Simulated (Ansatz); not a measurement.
`[GaH2][C]1([GeH3])CC1`. Charge 0, multiplicity 1.

| atom | x (Å) | y (Å) | z (Å) |
| --- | --- | --- | --- |
| Ga1 | 0.1873 | -2.0690 | 0.0890 |
| C2 | 0.0180 | -0.1291 | -0.0019 |
| Ge3 | -1.1427 | 0.7716 | 1.2608 |
| C4 | 1.2588 | 0.6326 | -0.4487 |
| C5 | 0.1240 | 0.4892 | -1.3896 |
| H6 | -0.5849 | -2.9293 | 1.1508 |
| H7 | 1.1471 | -2.7368 | -0.9668 |
| H8 | -2.5950 | 0.2763 | 1.1220 |
| H9 | -1.1048 | 2.2906 | 0.9810 |
| H10 | -0.6795 | 0.5209 | 2.7087 |
| H11 | 1.4362 | 1.6096 | -0.0106 |
| H12 | 2.1666 | 0.0741 | -0.6525 |
| H13 | 0.2469 | -0.1685 | -2.2440 |
| H14 | -0.4781 | 1.3678 | -1.5980 |

(1) What are the harmonic wavenumbers in cm⁻¹ at PBE0-D4/def2-TZVP (Ansatz, finite differences of forces, unscaled)? (Best estimate.)

(2) Is this a minimum?

(3) Give the ideal-gas thermochemistry at 298.15 K and 1 bar (rigid rotor, harmonic oscillator; point group Cs, symmetry number 1).

(4) Rotational constants (cm⁻¹)?

Answers

(1) Ansatz gave: 101, 109, 117, 188, 190, 220, 334, 446, 563, 576, 622, 708, 753, 819, 839, 849, 882, 883, 952, 974, 1052, 1090, 1154, 1182, 1264, 1471, 1500, 1942, 1967, 2115, 2139, 2139, 3124, 3126, 3196, 3210.

(2) Yes, all 36 modes are real.

(3) Zero-point energy 256.0 kJ/mol; H(298) − E = 280.9 kJ/mol; entropy 386.4 J/(mol·K), of which translation 174.1, rotation 121.6, vibration 90.7; G(298) − E = 165.7 kJ/mol.

(4) 0.1018, 0.03736, 0.02949.
